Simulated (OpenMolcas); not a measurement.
A calculation on Ru+.

| Property | Result |
| --- | --- |
| Program | OpenMolcas |
| Method | MS-CASPT2, IPEA 0.25 Eh, imaginary shift 0.1 Eh (closed shells correlated: 4s 4p) |
| Basis | ANO-RCC-VQZP [8s7p5d3f2g1h] |
| Scalar Hamiltonian | DKH2, point nucleus |
| Active space | 7 electrons in 5 orbitals (4d) |
| State averaging | 2S+1 = 4 even, 10 roots; 2S+1 = 2 even, 40 roots |
| Spin-orbit coupling | RASSI with atomic mean-field integrals over the reference wave functions, term energies averaged over their components |

(1) Which level of the active space comes out lowest?

(2) How high does 4d⁷ ²H_9/2 lie?

(3) How high does 4d⁷ ⁴F_5/2 lie?

(4) How high does 4d⁷ ²H_11/2 lie?

(5) The level at 1.693 eV has J = 3/2. What is it made of, and what is its g factor?

Measured values: NIST Handbook of Basic Atomic Spectroscopic Data.

Results:

(1) 4d⁷ ⁴F_9/2, with 98 % of that term; it is also the measured ground level.

(2) 2.048 eV above the lowest level.

(3) 0.320 eV above the lowest level; measured 0.3092 eV above the ground level, so the calculation is off by +4 %.

(4) 1.861 eV above the lowest level.

(5) 58 % 4d⁷ ²P_3/2, 23 % 4d⁷ ²D(1), 18 % 4d⁷ ⁴P; g = 1.274, against 1.334 from Landé's formula for the pure leading term.

Term energies are means over components that CASPT2 splits; among the terms shown or strongly mixed into the levels shown the widest spread is 970 cm-1 (4d⁷ ⁴F). Configurations with an s electron lie low at this charge and mix in, so terms can be misplaced. The CASPT2 spread within a term exceeds the gap to the next term for 4d⁷ ²H and 4d⁷ ²D(1), so the order of their levels is uncertain. Computed and measured levels are paired by configuration, term and J; levels that our copy of the source lacks, or whose pairing is in doubt (as where it misses far off the trend of its configuration), stay unpaired and out of the deviations. Only configurations of the active space appear.

A number in round brackets counts repeated terms of one configuration in the order of the reference energies.
